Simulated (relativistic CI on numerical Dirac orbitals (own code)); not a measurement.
Mn⁵⁺: 3p photoemission

Computed with this model: Dirac-Coulomb-Breit CI, separate exchange-only KLI orbitals for each configuration, a model potential for QED, multiplet model of photoemission in the sudden approximation, unscaled Slater integrals; configurations [Ar] 3d2 → [Ne] 3s2 3p5 3d2; 300 K; Lorentzian 0.8 eV and Gaussian 0.6 eV FWHM. Energies are those of the free ion, without screening or charge transfer. The energies are binding energies and can lie tens of eV above those of solids. S is read from ⟨S²⟩ = S(S + 1).

Field parameters in Wybourne normalisation: D4h B²₀ = −7Ds, B⁴₀ = 21(Dq − Dt), B⁴₄ = 21√(5/14) Dq. The field is a parameter set, without covalency.

Computed curve for free ion, scaled to 100 at the maximum (points under 2 are left out and the grid is thinned):

| Energy (eV) | Intensity |
| --- | --- |
| 135.6 | 2.1 |
| 136.1 | 2.8 |
| 136.7 | 4.6 |
| 137.2 | 8.5 |
| 137.8 | 24.8 |
| 138.3 | 40.9 |
| 138.9 | 22.3 |
| 139.4 | 13.2 |
| 140.0 | 15.9 |
| 140.5 | 31.7 |
| 141.1 | 85.2 |
| 141.6 | 92.5 |
| 142.2 | 59.1 |
| 142.7 | 69.2 |
| 143.2 | 61.9 |
| 143.8 | 35.6 |
| 144.3 | 18.8 |
| 144.9 | 20.4 |
| 145.4 | 34.2 |
| 146.0 | 27.6 |
| 146.5 | 14.7 |
| 147.1 | 13.8 |
| 147.6 | 10.9 |
| 148.2 | 4.9 |
| 148.7 | 3.3 |
| 149.3 | 3.2 |
| 149.8 | 3.1 |
| 150.3 | 3.6 |
| 150.9 | 2.8 |
| 157.3 | 2.6 |
| 157.9 | 7.7 |
| 158.4 | 16.3 |
| 159.0 | 10.9 |
| 159.5 | 4.4 |
| 164.9 | 2.0 |
| 165.4 | 4.5 |
| 166.0 | 14.1 |
| 166.5 | 16.2 |
| 167.1 | 5.6 |
| 167.6 | 2.3 |

The ground state has S = 1.00, and the centroid lies at 144.69 eV.
